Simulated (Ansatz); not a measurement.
# Ligand exchange: C4H9NO + B(CH3)2(OH) → C4H8O2 + B(CH3)2(NH2)

Species: C4H9NO (butyramide) `CCCC(N)=O`, singlet; B(CH3)2(OH), singlet; C4H8O2 (butyric acid) `CCCC(=O)O`, singlet; B(CH3)2(NH2), singlet. The partners trade NH2 for OH: C–NH2 and B–OH bonds give way to C–OH and B–NH2.

Shapes, held fixed at every level: PBE0-D4/def2-TZVP. Flexible molecules stand in one conformer, not always the lowest. Programs: Ansatz 0.2.0. Electronic energies: no zero-point or thermal term.

```
               level                   kind  ΔE (kJ/mol)  less CCSD(T)/CBS estimate
   PBE-D4/def2-TZVPP                    GGA         +9.5                       +0.7
 B3LYP-D4/def2-TZVPP          global hybrid        +11.1                       +2.3
  PBE0-D4/def2-TZVPP          global hybrid        +10.3                       +1.5
   B2PLYP/def2-TZVPP          double hybrid        +11.3                       +2.5
  CCSD(T)/def2-TZVPP  coupled cluster or CI         +7.3                       -1.5
     CCSD/def2-TZVPP  coupled cluster or CI         +8.2                       -0.6
CCSD(T)/CBS estimate  coupled cluster or CI         +8.8                        0.0
```

The highest level, CCSD(T)/CBS estimate, gives ΔE = +8.8 kJ/mol; the levels span +7.3 to +11.3. The column of differences is taken from that level and isn't an error. No measured value is set beside it here. The CBS estimate extrapolates MP2 from def2-TZVPP and def2-QZVPP and adds CCSD(T) − MP2 in the triple-zeta set, cores frozen.
